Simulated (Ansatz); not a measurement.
Cartesian coordinates in Å:
```
O -0.1451 -1.3352 0.0902
Si 0.1903 0.2431 0.0444
F 1.3100 0.5532 -1.0268
Br -1.5724 1.4167 -0.5337
Br 0.9492 0.8208 2.0023
H -0.7320 -1.6986 -0.5765
```

Total charge 0; spin multiplicity 1.

Task: List the r2SCAN/def2-TZVPP orbital energies in eV (Ansatz). (Best estimate.)

Result: Ansatz gave: Occupied: -13122.45, -13122.43, -1794.32, -1695.69, -1695.66, -1526.44, -1526.42, -1526.39, -1526.38, -1526.36, -1526.36, -666.80, -516.88, -235.34, -235.32, -175.57, -175.55, -175.37, -175.36, -175.34, -175.34, -144.42, -99.33, -99.30, -99.27, -69.41, -69.39, -69.35, -69.35, -69.33, -69.33, -69.20, -69.20, -69.17, -69.17, -32.01, -27.57, -21.03, -20.52, -15.33, -13.60, -11.99, -11.92, -11.24, -10.35, -9.57, -9.43, -8.59, -8.21, -8.02, -7.84. Lowest empty: -0.95, 0.17, 0.68, 1.11, 1.91, 3.10, 3.65, 4.47.
